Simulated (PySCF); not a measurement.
## Fractional electron number in Nb⁻ (niobium, charge -1)

The 5s beta orbital of [Kr] 4d4 5s2 is emptied in steps (occupation f), with all orbitals relaxed, ending at [Kr] 4d4 5s1. All numbers are calculated (PySCF 2.14, scalar relativity through the core potential, in aug-cc-pVDZ-PP with ECP28MDF (5s5p4d2f, 54 functions)). The exact energy is a straight line in f; departures are measured from the line between the end points of the same method.

| f | BHandHLYP (eV) |
| --- | --- |
| 1 | 0.000 |
| 0.9 | -0.080 |
| 0.7 | -0.192 |
| 0.5 | -0.235 |
| 0.3 | -0.202 |
| 0.1 | -0.088 |
| 0 | 0.000 |

Question: For BHandHLYP, how does the orbital energy at f = 1 compare with the removal energy?

Answer: −ε = -0.265 eV against a total-energy difference of 0.611 eV. By Janak's theorem ε = ∂E/∂f, so the gap between them reflects the curvature. Along the path −ε is -0.111 (f = 0.9), 0.219 (f = 0.7), 0.580 (f = 0.5), 0.974 (f = 0.3), 1.396 (f = 0.1) eV.

At f = 1 the orbital energy is positive for BHandHLYP: only the finite basis holds the electron.

Reference removal energy between the ground levels: 0.917 eV (measured; photodetachment measurements, as compiled on the Wikipedia data page of electron affinities). The calculation has no spin-orbit coupling.
